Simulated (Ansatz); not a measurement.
```yaml
crystal:
  periodic: [false, false, false]
  atoms:
    - {symbol: C, position_ang: [-0.741300, 0.631849, 1.031230]}
    - {symbol: O, position_ang: [-0.458000, -0.587413, 0.382009]}
    - {symbol: Ge, position_ang: [0.703019, -0.557931, -0.951242]}
    - {symbol: Cl, position_ang: [0.842713, -2.591071, -1.585911]}
    - {symbol: H, position_ang: [-1.466302, 0.426463, 1.821159]}
    - {symbol: H, position_ang: [0.151246, 1.072584, 1.494528]}
    - {symbol: H, position_ang: [-1.180746, 1.372618, 0.350303]}
    - {symbol: H, position_ang: [2.080047, -0.099812, -0.445574]}
    - {symbol: H, position_ang: [0.157724, 0.286413, -2.113601]}
basis:
  gaussian: {orbitals: aug-pcseg-2}
hamiltonian: {xc: {name: B3LYP-D3}, dispersion: d3bjatm}
```

```sh
$ ansatz run in.yaml --threads 4 --pin off --events-out ev --progress --plain --max-ram 10444MiB
```

It prints (some lines left out):

```
Error: YAML parse error: error: line 15 column 19: hamiltonian.xc: no functional is named "B3LYP-D3"; the names, which are not case-sensitive, are SVWN5, SPW92, PBE, PBE0, PBEsol, revPBE, revPBE0, RPBE, rPW86-PBE, HSE06, wPBEh, LC-wPBE, HISS, HF, BLYP, B3LYP, B3LYP5, BHLYP, CAM-B3LYP, r2SCAN, r2SCANh, r2SCAN0, r2SCAN50, m-r2SCAN, B97, wB97, wB97X, wB97X-V, B97M-V, wB97M-V, B2PLYP, B2GP-PLYP, PBE0-DH, PBE-QIDH
13 | basis:
14 |   gaussian: {orbitals: aug-pcseg-2}
15 | hamiltonian: {xc: {name: B3LYP-D3}, dispersion: d3bjatm}
```

Q: Something in this input is off. What?

A: The method's name isn't one that the program takes here. The program refused the input.

HSE06 is defined as in plane-wave codes.
